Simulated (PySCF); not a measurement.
## A ladder of Hamiltonians for Gd⁵⁸⁺ (gadolinium, charge +58)

Occupied: 1s1/2, 2s1/2, 2p1/2. Hartree-Fock calculated with PySCF 2.14 in an even-tempered Gaussian basis (16 s from 13 bohr⁻², ratio 2.7; 13 p from 15 bohr⁻², ratio 2.7), Gaussian nucleus throughout. NR is non-relativistic, sf-X2C the spin-free one-electron X2C Hamiltonian, X2C adds the bare one-electron spin-orbit term, X2C-SNSO screens it by Boettger's factors, DC is four-component Dirac-Coulomb, and the Gaunt and Breit terms are added at first order (total energies over the DC spinors, levels after relaxing the spinors in that mean field). QED terms are absent. Levels marked empty are virtual spinors of this ion.

```csv
Hamiltonian,E (hartree),E − E(DC) (hartree),CPU seconds
X2C,-6321.6597,1.2533,0.2
X2C-SNSO,-6320.2235,2.6895,0.2
DC,-6322.9130,0.0000,7
DC+Gaunt,-6316.4480,6.4650,14
DC+Breit,-6316.7819,6.1310,40
```

```csv
level (eV),X2C,X2C-SNSO,DC,DC+Gaunt,DC+Breit
1s1/2,-56282.3,-56283.9,-56324.9,-56195.0,-56199.2
2s1/2,-13416.0,-13416.5,-13422.0,-13408.7,-13409.9
2p1/2,-13221.4,-13202.1,-13207.4,-13179.9,-13183.1
2p3/2 (empty),-12147.4,-12154.7,-12155.6,-12142.3,-12145.4
3s1/2 (empty),-5600.4,-5600.5,-5601.9,-5598.1,-5598.6
```

Weight of the small component: 1s1/2 0.0571, 2s1/2 0.0136, 2p1/2 0.0135, 2p3/2 0.0125, 3s1/2 0.00563.

Koopmans' value for the highest occupied level at DC+Breit: 13183.1 eV, against an ionisation energy of 13183 ± 6 eV (theoretical estimate listed by NIST; NIST Atomic Spectra Database, ionization energies); the former lacks relaxation, correlation, QED and recoil.

The whole ladder took 64 s of wall time on 1 thread of Neoverse-V1 (shared host), launched as `OMP_NUM_THREADS=1 python relrun2.py TASK.json OUT` (a driver that calls PySCF for each Hamiltonian).
